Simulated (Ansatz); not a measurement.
Ideal-gas functions of BrFGeH2 (`[F][GeH2][Br]`) at 400 K and 1 bar, from an Ansatz frequency run at PBE0-D4/def2-TZVP.

Molar mass 173.53 g/mol, point group Cs (symmetry number 1), electronic degeneracy 1, moments of inertia 41.645, 264.851, 299.647 u Å². Harmonic wavenumbers (cm⁻¹, unscaled): 171, 322, 530, 642, 709, 789, 851, 2194, 2210.

Use S(trans) = R[1.5 ln M + 2.5 ln T − 1.1517]; rotational temperatures θ = 24.2544 K / I; S(rot) = R[ln(√π/σ · √(T³/θAθBθC)) + 1.5]; for each mode x = 1.438777 ν̃/T, S = R[x/(eˣ − 1) − ln(1 − e⁻ˣ)] and H = RT x/(eˣ − 1); 1 cm⁻¹ = 0.0119627 kJ/mol; R = 8.31446 J/(mol·K).

Task: By hand: the entropy, in J/(mol·K).

Result: Translation 179.3. Rotation: θ = 0.5824, 0.0916, 0.0809 K, giving 114.6. Vibration, mode by mode: 12.49, 7.54, 4.10, 2.99, 2.47, 1.97, 1.65, 0.03, 0.03, in all 33.3. Electronic 0.0. Sum 327.2 J/(mol·K).

Task: By hand: H − E and G − E in kJ/mol, counted from the electronic energy.

Result: Zero-point energy ½ × 8418 × 0.0119627 = 50.4; thermal vibration 7.9; translation, rotation and pV give 4 RT = 13.3. H − E = 71.6 kJ/mol, and G − E = 71.6 − 400 × 327.2/1000 = -59.3 kJ/mol.

Vibration gives 10 % of the entropy.
